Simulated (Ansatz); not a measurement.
`B1N=C[Te]1`, 6 atoms. The species carries charge 0 and has multiplicity 1. Correlated methods include outer-core shells of Te, which these sets cover unevenly. Te: def2 effective core potential. All runs use 2 threads of an Arm Neoverse V1 on a shared host. Correlated methods freeze the cores.

**Question.** Give the basis size and wall time and peak host memory of each of these runs in Ansatz. RKS HSE06 (plane-wave form)-D4/def2-TZVPP energy; RKS SPW92 (LDA)/def2-TZVPP energy; RHF-CCSD(T)/def2-SVP energy; RKS PBE0-D4/def2-TZVP frequencies; RKS ωB97M-V/def2-SVP energy; RKS PBE0-D4/def2-SVP energy; RKS BLYP-D4/def2-TZVPP energy; RHF-CCSD(T)/def2-TZVPP energy; RKS ωB97X-V/def2-TZVPP energy; direct RPA on PBE orbitals/def2-TZVPP energy; RKS PBE0-D4/def2-QZVPP energy; RKS ωB97M-V/def2-QZVPP energy. (Best estimate.)

**Answer.** Ansatz gave: Other jobs shared the machine, so times are rough.

```tsv
level	job	functions	wall time	peak host memory (GiB)
RKS SPW92 (LDA)/def2-TZVPP	energy	171	1.3 s	0.17
RKS PBE0-D4/def2-SVP	energy	78	1.7 s	0.14
RKS BLYP-D4/def2-TZVPP	energy	171	2.3 s	0.18
RKS HSE06 (plane-wave form)-D4/def2-TZVPP	energy	171	3.3 s	0.36
RHF-CCSD(T)/def2-SVP	energy	78	4.1 s	0.25
direct RPA on PBE orbitals/def2-TZVPP	energy	171	7 s	0.38
RKS ωB97M-V/def2-SVP	energy	78	7 s	0.21
RKS PBE0-D4/def2-QZVPP	energy	313	7 s	0.73
RKS ωB97X-V/def2-TZVPP	energy	171	8.5 s	0.44
RKS ωB97M-V/def2-QZVPP	energy	313	21 s	0.91
RHF-CCSD(T)/def2-TZVPP	energy	171	77 s	1.7
RKS PBE0-D4/def2-TZVP	frequencies	155	97 s	0.32
```
